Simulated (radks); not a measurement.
Task: Radial electron density D(r) = 4 pi r^2 rho(r) of an atom or ion with 11 electrons. All-electron calculation, Dirac Kohn-Sham, BLYP, spin-unpolarised, spherical densities, finite nucleus; Fermi nuclear charge, rms radius of each element as measured or else 0.836 A^(1/3) + 0.57 fm. Program: a radial shooting solver on a logarithmic mesh with Libxc functionals.

| r (bohr) | D(r) (e/bohr) |
|---|---|
| 0.002521 | 0.8246 |
| 0.003154 | 1.241 |
| 0.003946 | 1.853 |
| 0.004936 | 2.739 |
| 0.006176 | 3.999 |
| 0.007726 | 5.749 |
| 0.009666 | 8.106 |
| 0.012 | 11.03 |
| 0.01501 | 14.75 |
| 0.01878 | 19.00 |
| 0.02349 | 23.38 |
| 0.02939 | 27.20 |
| 0.03677 | 29.57 |
| 0.046 | 29.76 |
| 0.05755 | 27.70 |
| 0.072 | 24.49 |
| 0.09007 | 22.28 |
| 0.1127 | 23.08 |
| 0.141 | 26.95 |
| 0.1764 | 30.96 |
| 0.2207 | 30.85 |
| 0.2761 | 24.68 |
| 0.3454 | 15.14 |
| 0.4286 | 7.452 |
| 0.5363 | 3.532 |
| 0.6709 | 2.257 |
| 0.8394 | 1.384 |
| 1.05 | 0.5375 |
| 1.314 | 0.1109 |
| 1.644 | 0.01061 |
| 2.056 | 0.0003781 |

What is the nuclear charge?

Result: Z = 25. The innermost maximum, from 1s, lies near gamma/Z bohr with gamma = sqrt(1 - (Z/c)^2) = 0.983, here 0.0393 bohr (found: 0.0418), and its height grows with Z. The density is that of the manganese ion Mn14+ in [Ne] 3s1; the configuration itself is not fixed sharply by these data, and Z only to about a unit. D(r) has 2 maxima, at r = 0.0418, 0.197 bohr, and minima at 0.0960 bohr, inside which lie 2.15 electrons.
